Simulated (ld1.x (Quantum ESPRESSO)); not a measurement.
**An all-electron radial function and its pseudo partner (cobalt)**

Columns: radius, all-electron u(r) and pseudo u(r) of the 4s shell (level -5.47 eV) of cobalt in the configuration [Ar] 3d7 4s2 4p0; PBE, scalar-relativistic, TM semilocal scheme, ld1.x (Quantum ESPRESSO) 7.5.

| r (bohr) | all-electron | pseudo |
| --- | --- | --- |
| 0.168 | -0.1651 | -0.0291 |
| 0.335 | 0.0536 | -0.0591 |
| 0.503 | 0.2545 | -0.0915 |
| 0.670 | 0.2485 | -0.1275 |
| 0.838 | 0.1196 | -0.1701 |
| 1.005 | -0.0467 | -0.2224 |
| 1.172 | -0.2066 | -0.2881 |
| 1.340 | -0.3427 | -0.3677 |
| 1.508 | -0.4494 | -0.4529 |
| 1.675 | -0.5277 | -0.5277 |
| 1.842 | -0.5816 | -0.5816 |
| 2.010 | -0.6155 | -0.6155 |
| 2.178 | -0.6328 | -0.6328 |
| 2.345 | -0.6368 | -0.6368 |
| 2.512 | -0.6304 | -0.6304 |
| 2.680 | -0.6160 | -0.6160 |
| 2.848 | -0.5955 | -0.5955 |
| 3.015 | -0.5709 | -0.5709 |
| 3.182 | -0.5433 | -0.5433 |
| 3.350 | -0.5138 | -0.5138 |
| 3.518 | -0.4833 | -0.4833 |
| 3.685 | -0.4527 | -0.4527 |
| 3.852 | -0.4226 | -0.4226 |
| 4.020 | -0.3929 | -0.3929 |
| 4.188 | -0.3644 | -0.3644 |
| 4.355 | -0.3372 | -0.3372 |

(1) How many radial nodes do the two functions have?

(2) At about which radius was the pseudo-wave matched?

(3) Where does each function peak?

(4) Is the pseudo-wave norm-conserving?

Results:

(1) The all-electron 4s function has n − l − 1 = 3 (the table is too coarse to show those close to the nucleus); the pseudo-wave has 0, since the states of the same l below it are removed with the core.

(2) 1.80 bohr, where the columns begin to agree (steps of 0.17 bohr).

(3) Outermost all-electron maximum near 2.35 bohr, pseudo maximum near 2.35 bohr (to the table’s step).

(4) Yes: the TM semilocal scheme keeps the norm inside the radius equal to the all-electron one, which fixes the energy derivative of the logarithmic derivative at the level.
